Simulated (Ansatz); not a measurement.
This geometry of CH$_{4}$FPSSi (9 atoms, charge 0, multiplicity 1) is a first-order saddle point.

All numbers below come from Ansatz 0.2.0, RKS PBE0/def2-SVP.

```xyz
9
Properties=species:S:1:pos:R:3
C -0.160 -1.260 -0.415
Si 0.425 0.222 0.534
F 1.948 -0.096 1.003
P -0.698 1.745 1.556
S 0.402 2.127 -0.607
H 0.565 -1.527 -1.198
H -0.261 -2.121 0.265
H -1.139 -1.061 -0.873
H -0.994 1.925 -0.282
```

Which two structures does it join? (They come from a converged band through this point; their orientation in space is the band's.)

Bonds broken: P4–H9. Bonds formed: S5–H9.

Initial state:

```xyz
9
Properties=species:S:1:pos:R:3
C -0.122 -1.232 -0.475
Si 0.597 0.265 0.344
F 1.867 -0.203 1.242
P -0.530 2.012 1.094
S 0.808 2.070 -0.693
H 0.633 -1.700 -1.126
H -0.432 -1.973 0.278
H -0.991 -0.950 -1.086
H -1.743 1.664 0.405
```

Final state:

```xyz
9
Properties=species:S:1:pos:R:3
C -0.196 -1.234 -0.332
Si 0.469 0.171 0.690
F 2.061 -0.146 0.827
P -0.526 1.673 1.794
S 0.171 2.178 -0.302
H 0.451 -1.429 -1.201
H -0.216 -2.148 0.282
H -1.222 -1.025 -0.667
H -0.903 1.914 -1.108
```

How far does it lie above each of them?

192.0 kJ/mol above the first and 69.6 kJ/mol above the second. This is the barrier of this one path; another mechanism may lie lower. The orbitals stay closed-shell, which can raise the energy where a bond breaks towards radicals; this wasn't checked here.

The run took 2.8 min on 2 threads of Arm Neoverse V1 (shared host), peak memory 0.23 GiB.
